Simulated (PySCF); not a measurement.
# Re⁴⁷⁺: ionisation energy

Re⁴⁷⁺ [Ar] 3d10 (1S) → Re⁴⁸⁺ [Ar] 3d9 (2D), as a difference of total energies. Calculation: PySCF 2.14, in an even-tempered Gaussian basis (18 s from 10 bohr⁻², ratio 2.5; 13 p from 14 bohr⁻², ratio 2.5; 7 d from 14 bohr⁻², ratio 2.5; 4 f from 58 bohr⁻², ratio 2.7; 3 g from 87 bohr⁻², ratio 2.7); the spin-free X2C one-electron Hamiltonian (Gaussian nucleus). Correlated levels: outer shells: [Ne] frozen; virtual orbitals above 40 to 60 times the deepest correlated orbital energy dropped. The calculations carry no spin-orbit coupling.

```tsv
method	ionisation energy (eV)
UHF	4242.4
MP2 (outer shells)	4244.1
SCS-MP2 (outer shells)	4243.8
CCSD (outer shells)	4243.9
CCSD(T) (outer shells)	4243.9
```

Breit and QED terms and the two-electron picture change are absent.

The reference lies between the lowest fine-structure levels, while these numbers refer to the centres of the terms.

For comparison: 4214 ± 4 eV (measured; NIST Atomic Spectra Database, ionization energies).
